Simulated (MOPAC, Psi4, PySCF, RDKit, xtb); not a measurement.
Two geometries of SMILES [SiH3][SiH2]Br (H5BrSi2), relaxed at B3LYP-D3(BJ)/def2-SVP with one dihedral held; other torsions can differ between them too.

Structure A

```
8

Si    -1.1926     0.1473    -0.0258
Si     1.0796    -0.4312     0.1105
Br     1.3475    -1.7401     1.9267
H     -1.5321     1.0856     1.0819
H     -2.0221    -1.0861     0.0794
H     -1.4639     0.8193    -1.3320
H      1.5290    -1.2064    -1.0798
H      1.9545     0.7644     0.2667
```

Structure B

```
8

Si    -1.1841     0.1706    -0.0426
Si     1.0942    -0.4084     0.1047
Br     1.7034    -0.3401     2.2737
H     -1.5251     1.1062     1.0654
H     -2.0164    -1.0609     0.0859
H     -1.4664     0.8137    -1.3601
H      1.3552    -1.7828    -0.4073
H      1.9590     0.5525    -0.6361
```

Q: Which is lower in energy at the level DF-MP2 (frozen core)/cc-pVTZ // B3LYP-D3(BJ)/def2-SVP (Psi4 1.11), and by how much?

A: A is lower, by 2.16 kJ/mol (dihedral H4–Si1–Si2–Br3: 70° in A, 30° in B).

E(B) − E(A) in kJ/mol at the other levels, on the same two geometries: MMFF94 // B3LYP-D3(BJ)/def2-SVP (RDKit) 2.42; PBE/def2-TZVP // B3LYP-D3(BJ)/def2-SVP (Psi4) 1.93; PBE-D3(BJ)/def2-TZVP // B3LYP-D3(BJ)/def2-SVP (Psi4) 1.95; wB97X-D/def2-TZVP // B3LYP-D3(BJ)/def2-SVP (Psi4) 1.94; HF/cc-pVTZ // B3LYP-D3(BJ)/def2-SVP (Psi4) 1.97; UFF // B3LYP-D3(BJ)/def2-SVP (RDKit) 3.09; PM6, restricted, heats of formation // B3LYP-D3(BJ)/def2-SVP (MOPAC) 1.74; PM3, restricted, heats of formation // B3LYP-D3(BJ)/def2-SVP (MOPAC) 0.32; GFN1-xTB // B3LYP-D3(BJ)/def2-SVP (xtb) 0.85; restricted B3LYP/6-31G*, spherical d // B3LYP-D3(BJ)/def2-SVP (PySCF) 1.94; restricted MP2 (frozen core)/3-21G // B3LYP-D3(BJ)/def2-SVP (PySCF) 2.49; restricted M06-2X/6-31G*, spherical d // B3LYP-D3(BJ)/def2-SVP (PySCF) 1.97; restricted Hartree-Fock/LANL2DZ, with its core potentials past Ne // B3LYP-D3(BJ)/def2-SVP (PySCF) 2.02.

MMFF94 has few fitted parameters for silicon.
